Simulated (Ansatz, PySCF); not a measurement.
Spin states of O2Pt (SMILES [O]=[Pt]=[O]), each relaxed with B3LYP-D3(BJ)/def2-TZVP.
State 1 (charge 0, multiplicity 1):
```tsv
atom	x (Å)	y (Å)	z (Å)
Pt	-0.0098	0.0148	-0.0220
O	1.2903	0.2215	-1.0951
O	-1.3137	-0.1889	1.0468
```
State 2 (charge 0, multiplicity 5):
```xyz
3

Pt     0.2320    -0.1649     0.2372
O      1.2040     0.3171    -1.2538
O     -1.4692    -0.1048     0.9462
```

Singlets are restricted, other states unrestricted; no spin–orbit coupling, no relativity up to Kr; see below for the cores. The largest T1 diagnostic is 0.108.

Programs: Ansatz (a program for electronic structure) with Gaussian orbitals; PySCF for the dispersion terms.  In def2 rows elements past Kr take small-core potentials, without spin–orbit coupling.

Task: What is the computed energy of the multiplicity-5 state less that of the multiplicity-1 state (PBE/def2-TZVPP)?

Result: 236 kJ/mol

Task: What energy of the multiplicity-5 state less that of the multiplicity-1 state does CAM-B3LYP-D3(BJ)/def2-TZVPP give?

Result: 175 kJ/mol

Task: What energy of the multiplicity-5 state less that of the multiplicity-1 state does B97M-V/def2-TZVPP give?

Result: 198 kJ/mol
